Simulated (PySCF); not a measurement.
## Working out the ionisation energy of N(2+)

N(2+) [He] 2s2 2p1 (2P) → N(3+) [He] 2s2 (1S). Calculation: PySCF 2.14, in dyall-acv3z (15s9p4d2f, 76 functions); the non-relativistic Hamiltonian (point nucleus). Frozen: nothing; the 5 highest virtual orbitals dropped. Energies in hartree (1 hartree = 27.21139 eV):

| part | N(2+) (lower) | N(3+) (upper) |
| --- | --- | --- |
| UHF | -52.820378 | -51.082165 |
| MP2 opposite-spin | -0.100709 | -0.097290 |
| MP2 same-spin | -0.007371 | -0.002457 |

What does Hartree-Fock give?

(-51.082165) − (-52.820378) = 1.738213 hartree = 47.299 eV.

What do MP2 and SCS-MP2 (6/5 opposite-spin, 1/3 same-spin) give?

The opposite-spin parts differ by 0.093 eV and the same-spin parts by 0.134 eV. MP2: 47.299 + (0.093) + (0.134) = 47.526 eV. SCS-MP2: 47.299 + 1.2 × (0.093) + (0.134)/3 = 47.455 eV.

A first-order spin-orbit estimate adds 0.014 eV to MP2 (valence and next inner shell), giving 47.540 eV against 47.445 eV (semi-empirical (NIST evaluation); NIST Atomic Spectra Database, ionization energies).

What remains against the reference includes basis incompleteness and correlation beyond second order.
